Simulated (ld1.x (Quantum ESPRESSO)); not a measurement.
# Logarithmic derivatives: ruthenium, TM

ruthenium, norm-conserving Troullier–Martins (Kleinman–Bylander form), made with ld1.x (Quantum ESPRESSO) 7.5 (LDA (PZ), scalar-relativistic). Core [Kr], reference 4d6 5s0 5p0 (charge +2). Waves: 5s (bound, empty): rc 1.95 bohr; 4d (bound): rc 1.50 bohr; 5p (bound, empty): rc 2.35 bohr. Local part: the p channel. Core correction: Bessel-smoothed model core inside 1.25 bohr.

The phase is arctan(r·u′/u) with u = r·R(r), unwrapped; energies in Ry, scanned from -4 to 5 Ry. A pole is an energy at which the radial function vanishes at the test radius. The pseudo phase is shifted by a multiple of π to meet the all-electron one at the reference energy, and phase errors are pseudo minus all-electron; the curves can meet again beyond the range given. Levels narrower than the energy grid can be missing from the lists of poles.

Q: For each channel, where are the poles, and over which energies does the pseudopotential scatter like the atom?

A:

```tsv
channel	radius (bohr)	reference energy (Ry)	poles, all-electron	poles, pseudo	unbroken range about the reference energy with phases within 0.05 rad	phase error 1 Ry above the reference energy (rad)
s	2.55	-1.43	1.16	1.98	below 1.2	+0.029
p	2.55	-1.00	2.46	1.28	below -0.4	-0.075
d	2.55	-1.79	-1.44, 4.82	-1.41	-2.0 to -0.6	+0.041
```

Note: ghost state, extra bound levels that the all-electron valence spectrum of the same l lacks: s at -77.0 eV. A true bound ghost makes a file unfit for plane-wave use.

Phases in the d channel:

```csv
E (Ry),all-electron,pseudo
-4.00,1.324,1.333
-3.76,1.309,1.319
-3.52,1.292,1.303
-3.28,1.269,1.282
-3.04,1.238,1.254
-2.80,1.192,1.212
-2.56,1.115,1.141
-2.32,0.952,0.988
-2.08,0.400,0.457
-1.84,-0.985,-0.983
-1.60,-1.454,-1.447
-1.36,-1.608,-1.591
-1.12,-1.689,-1.663
-0.88,-1.747,-1.710
-0.64,-1.796,-1.747
-0.40,-1.845,-1.779
-0.16,-1.899,-1.809
0.08,-1.964,-1.840
0.32,-2.048,-1.873
0.56,-2.167,-1.911
0.80,-2.351,-1.956
1.04,-2.649,-2.010
1.28,-3.101,-2.078
1.52,-3.597,-2.168
1.76,-3.960,-2.291
2.00,-4.183,-2.466
2.24,-4.322,-2.713
2.48,-4.415,-3.041
2.72,-4.481,-3.405
2.96,-4.530,-3.724
3.20,-4.569,-3.959
3.44,-4.600,-4.124
3.68,-4.626,-4.241
3.92,-4.648,-4.325
4.16,-4.668,-4.389
4.40,-4.685,-4.439
4.64,-4.701,-4.479
4.88,-4.716,-4.511
```
